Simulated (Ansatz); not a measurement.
Geometry optimisation, RKS PBE0-D4/6-31G* (Ansatz 0.2.0).

The input (input.yaml):

```yaml
crystal:
  periodic: [false, false, false]
  atoms:
    - { symbol: B, position_ang: [0.02476, -0.208879, 0.114282] }
    - { symbol: O, position_ang: [0.050802, -0.392486, 1.478724] }
    - { symbol: H, position_ang: [-0.837886, -0.503576, 1.844009] }
    - { symbol: C, position_ang: [1.344695, -0.092275, -0.706164] }
    - { symbol: H, position_ang: [1.59993, -1.081931, -1.111467] }
    - { symbol: H, position_ang: [1.241276, 0.580839, -1.562946] }
    - { symbol: H, position_ang: [2.183954, 0.236448, -0.084706] }
    - { symbol: Cl, position_ang: [-1.560794, -0.214833, -0.712079] }
    - { symbol: H, position_ang: [-0.017288, 2.152757, 0.545258] }
    - { symbol: H, position_ang: [0.076552, 1.804636, 1.15489] }
basis:
  gaussian: { orbitals: "6-31G*" }
hamiltonian:
  xc: pbe0
  dispersion: d4
relax:
  f_tol: 0.03
  max_steps: 50
output:
  orbitals: {}
```

Launched with:

```bash
$ ansatz run input.yaml --threads 1 --pin off --max-ram 2048MiB --backend cpu --events-out ev --progress --plain --runs-dir out
```

Question: Where does it end, and by what steps?

Answer: The run converged. The force dipped under the threshold on the way, but the program's further checks kept it going. After 41 steps the energy has fallen by 0.227 eV; H9 moved furthest, 1.80 Å.

```json
{"step": "0", "energy less start (eV)": "0.0000", "largest force component (eV/Å)": "1.201", "accepted": "yes"}
{"step": "2", "energy less start (eV)": "-0.1864", "largest force component (eV/Å)": "0.224", "accepted": "yes"}
{"step": "4", "energy less start (eV)": "-0.2075", "largest force component (eV/Å)": "0.279", "accepted": "yes"}
{"step": "6", "energy less start (eV)": "-0.2105", "largest force component (eV/Å)": "0.196", "accepted": "yes"}
{"step": "8", "energy less start (eV)": "-0.2134", "largest force component (eV/Å)": "0.170", "accepted": "yes"}
{"step": "10", "energy less start (eV)": "-0.2100", "largest force component (eV/Å)": "0.744", "accepted": "no"}
{"step": "12", "energy less start (eV)": "-0.2207", "largest force component (eV/Å)": "0.037", "accepted": "yes"}
{"step": "14", "energy less start (eV)": "-0.2213", "largest force component (eV/Å)": "0.050", "accepted": "yes"}
{"step": "16", "energy less start (eV)": "-0.2220", "largest force component (eV/Å)": "0.076", "accepted": "yes"}
{"step": "18", "energy less start (eV)": "-0.2223", "largest force component (eV/Å)": "0.025", "accepted": "yes"}
{"step": "20", "energy less start (eV)": "-0.2228", "largest force component (eV/Å)": "0.159", "accepted": "no"}
{"step": "22", "energy less start (eV)": "-0.2236", "largest force component (eV/Å)": "0.051", "accepted": "yes"}
{"step": "24", "energy less start (eV)": "-0.2240", "largest force component (eV/Å)": "0.072", "accepted": "yes"}
{"step": "26", "energy less start (eV)": "-0.2247", "largest force component (eV/Å)": "0.034", "accepted": "yes"}
{"step": "28", "energy less start (eV)": "-0.2250", "largest force component (eV/Å)": "0.041", "accepted": "yes"}
{"step": "30", "energy less start (eV)": "-0.2253", "largest force component (eV/Å)": "0.026", "accepted": "yes"}
{"step": "32", "energy less start (eV)": "-0.2247", "largest force component (eV/Å)": "0.144", "accepted": "no"}
{"step": "34", "energy less start (eV)": "-0.2259", "largest force component (eV/Å)": "0.057", "accepted": "yes"}
{"step": "36", "energy less start (eV)": "-0.2262", "largest force component (eV/Å)": "0.031", "accepted": "yes"}
{"step": "38", "energy less start (eV)": "-0.2264", "largest force component (eV/Å)": "0.035", "accepted": "yes"}
{"step": "40", "energy less start (eV)": "-0.2266", "largest force component (eV/Å)": "0.019", "accepted": "yes"}
{"step": "41", "energy less start (eV)": "-0.2267", "largest force component (eV/Å)": "0.022", "accepted": "yes"}
```

```xyz
10
Properties=species:S:1:pos:R:3
B 0.008 -0.551 -0.121
O -0.206 0.096 1.045
H -1.076 -0.091 1.423
C 1.346 -0.387 -0.908
H 1.834 -1.360 -1.048
H 1.155 0.007 -1.914
H 2.039 0.284 -0.393
Cl -1.288 -1.614 -0.755
H 0.142 3.307 1.916
H 0.151 2.590 1.714
```

Whether the end is a true minimum wasn't checked by a vibrational analysis.

The run took 82 s on 1 thread of Intel(R) Xeon(R) 6975P-C (Granite Rapids), with other jobs on the host, peak memory 0.17 GiB.
